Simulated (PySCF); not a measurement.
In(Cl)(SiH3)2 (ClH6InSi2), SMILES [SiH3][In]([Cl])[SiH3].

Coordinates come from a PBE-D3(BJ)/def2-SVP optimisation. The structure was generated by enumeration; whether it is a known compound was not checked. The def2 effective core potentials stand for the cores of In; spin–orbit coupling is left out.

Two levels are set side by side: TDA-PBE/def2-SVPD (PySCF) and TDA-ωB97X/def2-SVPD (PySCF). Vertical, same geometry. The lowest singlet is HOMO→LUMO 98 % with PBE and HOMO→LUMO 98 % with the other functional; states are paired by order. Differences are taken from unrounded values.

```
quantity                               TDA-ωB97X
-------------------------------------  ---------
lowest singlet excitation (eV)              3.94
lowest triplet excitation (TDA) (eV)        3.47
first bright state (f over 0.05) (eV)       5.68
its oscillator strength                     0.06
```

Question: What does TDA-PBE give, and how far is it from TDA-ωB97X? (Estimate from the structure and the level; the computed values follow.)

Answer: 
```csv
quantity,TDA-PBE,TDA-PBE minus TDA-ωB97X
lowest singlet excitation (eV),3.41,-0.53
lowest triplet excitation (TDA) (eV),3.04,-0.43
first bright state (f over 0.05) (eV),4.83,-0.85
its oscillator strength,0.16,0.10
```

Functionals without exact exchange tend to place singlet excitations lower, as here. Differences between two approximate levels are no errors against the true value.

Rough cost on one machine, each run with all the roots and properties that it gave: TDA-ωB97X against TDA-PBE about 4 times.
